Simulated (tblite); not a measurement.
Species: C₅H₁₃FGaN.
Bonds: C1–C2, C2–C3, C3–N4, N4–C5, C5–C6, N4–Ga7, Ga7–F8. Hydrogens: H9, H10, H11 on C1; H12, H13 on C2; H14, H15 on C3; H16, H17 on C5; H18, H19, H20 on C6; H21 on Ga7.

Computed with GFN2-xTB (tblite), gas phase: L-BFGS steps from a force-field or distance-geometry start until the largest atomic force falls under 0.01 eV/Å.

Step 36: E = -714.3401 eV
```
atom  x, y, z in Å  |  force x, y, z in eV/Å
C1     -2.4725   -0.5408   -0.5312   -0.025  -0.005   0.020
C2     -1.8960   -0.0434    0.7870   -0.004   0.086  -0.043
C3     -0.7494    0.9451    0.5231   -0.072   0.004   0.090
N4      0.3612    0.3603   -0.2372   -0.106  -0.007   0.183
C5      1.0346   -0.6798    0.5324    0.094  -0.018  -0.029
C6      2.2005   -1.2397   -0.2596    0.120  -0.037  -0.050
Ga7     1.5657    1.6469   -0.9724   -0.048   0.091   0.060
F8      2.5954    2.5870    0.1188    0.013  -0.006  -0.047
H9     -3.1888   -1.3419   -0.3668    0.011  -0.015  -0.018
H10    -2.9819    0.2798   -1.0342    0.047  -0.075  -0.067
H11    -1.6648   -0.8990   -1.1665   -0.092  -0.011  -0.005
H12    -1.5653   -0.8788    1.4088    0.022   0.075  -0.096
H13    -2.6695    0.4851    1.3488    0.007   0.018   0.022
H14    -0.4110    1.3524    1.4912    0.040  -0.011  -0.012
H15    -1.1534    1.7789   -0.0687    0.046  -0.020   0.000
H16     0.3210   -1.4849    0.7329    0.033  -0.011  -0.010
H17     1.3967   -0.3012    1.5060   -0.040  -0.003  -0.039
H18     2.7236   -2.0101    0.2967    0.003  -0.116   0.076
H19     2.9190   -0.4319   -0.4625    0.043   0.045  -0.025
H20     1.8698   -1.6512   -1.2121   -0.069   0.043   0.005
H21     1.7565    2.0843   -2.4349   -0.019  -0.025  -0.013
```

Step 37: E = -714.3446 eV
```
atom  x, y, z in Å  |  force x, y, z in eV/Å
C1     -2.4740   -0.5457   -0.5330   -0.054  -0.005   0.013
C2     -1.9018   -0.0468    0.7858    0.001   0.085  -0.022
C3     -0.7541    0.9413    0.5328   -0.013   0.054   0.059
N4      0.3624    0.3669   -0.2262   -0.093   0.023   0.053
C5      1.0410   -0.6760    0.5334   -0.007   0.025  -0.016
C6      2.2031   -1.2341   -0.2632    0.086  -0.032  -0.023
Ga7     1.5708    1.6500   -0.9693   -0.083   0.067   0.025
F8      2.6145    2.5919    0.1034    0.024   0.005  -0.028
H9     -3.1999   -1.3373   -0.3660    0.024  -0.044  -0.021
H10    -2.9773    0.2736   -1.0424    0.042  -0.029  -0.071
H11    -1.6703   -0.9118   -1.1678   -0.068  -0.029   0.008
H12    -1.5750   -0.8809    1.4119    0.015   0.070  -0.103
H13    -2.6783    0.4844    1.3411    0.010   0.005   0.029
H14    -0.4168    1.3418    1.5033    0.023  -0.005   0.021
H15    -1.1543    1.7815   -0.0536    0.045  -0.038   0.001
H16     0.3226   -1.4758    0.7342    0.044  -0.055   0.002
H17     1.4029   -0.2958    1.5033    0.005  -0.016   0.045
H18     2.7155   -2.0155    0.2874    0.031  -0.104   0.064
H19     2.9245   -0.4269   -0.4565    0.063   0.028  -0.025
H20     1.8679   -1.6327   -1.2182   -0.066   0.029  -0.031
H21     1.7679    2.0648   -2.4411   -0.029  -0.033   0.020
```

Step 38: E = -714.3477 eV
```
atom  x, y, z in Å  |  force x, y, z in eV/Å
C1     -2.4758   -0.5486   -0.5337   -0.056   0.003  -0.003
C2     -1.9052   -0.0473    0.7847   -0.011   0.061  -0.005
C3     -0.7571    0.9399    0.5399    0.029   0.073   0.023
N4      0.3620    0.3713   -0.2180   -0.048   0.026  -0.049
C5      1.0454   -0.6739    0.5337   -0.058   0.041   0.006
C6      2.2065   -1.2316   -0.2656    0.031  -0.012   0.009
Ga7     1.5705    1.6540   -0.9662   -0.101   0.036  -0.007
F8      2.6256    2.5935    0.0927    0.039   0.022  -0.005
H9     -3.2065   -1.3354   -0.3666    0.026  -0.057  -0.008
H10    -2.9740    0.2685   -1.0495    0.021   0.014  -0.070
H11    -1.6752   -0.9194   -1.1684   -0.034  -0.047   0.015
H12    -1.5792   -0.8803    1.4117    0.010   0.047  -0.089
H13    -2.6826    0.4847    1.3377    0.000   0.001   0.033
H14    -0.4203    1.3362    1.5111    0.011   0.003   0.056
H15    -1.1536    1.7823   -0.0447    0.033  -0.020  -0.006
H16     0.3241   -1.4711    0.7343    0.057  -0.076   0.009
H17     1.4068   -0.2930    1.5020    0.030  -0.029   0.086
H18     2.7111   -2.0206    0.2834    0.035  -0.064   0.027
H19     2.9287   -0.4233   -0.4535    0.068  -0.006  -0.021
H20     1.8656   -1.6214   -1.2222   -0.044   0.020  -0.037
H21     1.7743    2.0526   -2.4434   -0.037  -0.036   0.037
```

**Question.** Estimate the geometry and energy of step 39. (The exact step hangs on the optimiser's Hessian estimate; all steps are aligned on step 38, rigid shifts and turns removed.)

**Answer.** E = -714.3503 eV, largest force 0.102 eV/Å
```
atom  x, y, z in Å  |  force x, y, z in eV/Å
C1     -2.4783   -0.5505   -0.5341   -0.039   0.011  -0.020
C2     -1.9077   -0.0456    0.7832   -0.023   0.032   0.001
C3     -0.7583    0.9401    0.5452    0.045   0.066  -0.009
N4      0.3617    0.3749   -0.2125   -0.002   0.006  -0.097
C5      1.0484   -0.6723    0.5337   -0.062   0.033   0.028
C6      2.2103   -1.2309   -0.2670   -0.023   0.010   0.031
Ga7     1.5673    1.6590   -0.9633   -0.099   0.013  -0.021
F8      2.6330    2.5951    0.0853    0.045   0.033   0.008
H9     -3.2108   -1.3354   -0.3666    0.023  -0.053   0.007
H10    -2.9725    0.2640   -1.0563   -0.002   0.044  -0.062
H11    -1.6806   -0.9253   -1.1694   -0.002  -0.059   0.024
H12    -1.5815   -0.8780    1.4095    0.008   0.018  -0.066
H13    -2.6853    0.4861    1.3358   -0.008   0.001   0.032
H14    -0.4224    1.3329    1.5175    0.003   0.009   0.075
H15    -1.1512    1.7825   -0.0391    0.013   0.021  -0.015
H16     0.3266   -1.4696    0.7338    0.065  -0.074   0.010
H17     1.4102   -0.2923    1.5022    0.035  -0.039   0.088
H18     2.7089   -2.0260    0.2822    0.022  -0.008  -0.019
H19     2.9333   -0.4217   -0.4523    0.058  -0.047  -0.011
H20     1.8637   -1.6146   -1.2248   -0.015   0.016  -0.021
H21     1.7763    2.0447   -2.4434   -0.043  -0.032   0.037
```

The energy changes by -0.0026 eV. The first-order estimate −F·Δx gives -0.0036 eV and the mean of the old and new forces, exact on a quadratic surface, -0.0026 eV. The step makes an angle of 66° with the force vector and moves no atom by more than 0.011 Å.

The cost below is that of the whole relaxation. The run took 1.3 s wall on Arm Neoverse V2, one thread, no GPU (shared host).
